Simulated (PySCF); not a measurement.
SMILES Cl[SiH2]O[Si](Cl)(Cl)Cl (H2Cl4OSi2) at its B3LYP/def2-SVP optimised geometry (Å):

```
9

Si     0.0276    -1.9392     0.0000
Cl    -0.6394    -2.8806     1.7149
O     -0.4751    -0.3563     0.0000
Si    -1.5067     0.8882    -0.1998
Cl    -0.4373     2.6352    -0.1893
Cl    -2.4814     0.6928    -1.9977
Cl    -2.8841     0.9165     1.3178
H     -0.5488    -2.6352    -1.1742
H      1.5067    -1.9392     0.0000
```

Calculation: PySCF 2.14.0 with B3LYP/def2-TZVP. Cells within 0.4 Å of a nucleus heavier than hydrogen are left out (blank, or x).

Map of the electrostatic potential (hartree/e), clipped to [-0.08, 0.12] on the plane z = 0.0 Å:

```
|0000000000000000000000000000000|
|0000000000000001100000000000000|
|0000000000000111110000000000000|
|0000000000012454321000000000000|
|0000000000139999831000000000000|
|0000000001399999972100000000000|
|0000001112699999993100000000000|
|0000011235999xx9993000000000000|
|00000125799999x9992000000000000|
|0000124899999999951000000000000|
|0000137999999999820000000000000|
|0000259999999999410000000000000|
|0000269999xx9998310000000000000|
|0000269999xx9998200000000000000|
|0000249999999999300000000000000|
|00001369999999x9811111110000000|
|0000124799999xx9942211111000000|
|0000012468999xx9996321111100000|
|0000012345699999999743211110000|
|0000011234699999999997311110000|
|000001122479999x999999521110000|
|00000011247999xxx99999621111000|
|000000112369999x999999421111000|
|0000000112489999999985211111000|
|0000000011359999999642211110000|
|0000000001135899997432111110000|
|0000000000112456654321111110000|
|0000000000011223333221111100000|
|0000000000000112222111111100000|
|0000000000000011111111111000000|
|0000000000000001111111110000000|
```
Scale: ten equal steps from -0.007 (start of '0') to 0.120 (end of '9'), in the order '0123456789'; x runs from -5.00 to 5.00, y from -5.00 (bottom) to 5.00 (top).
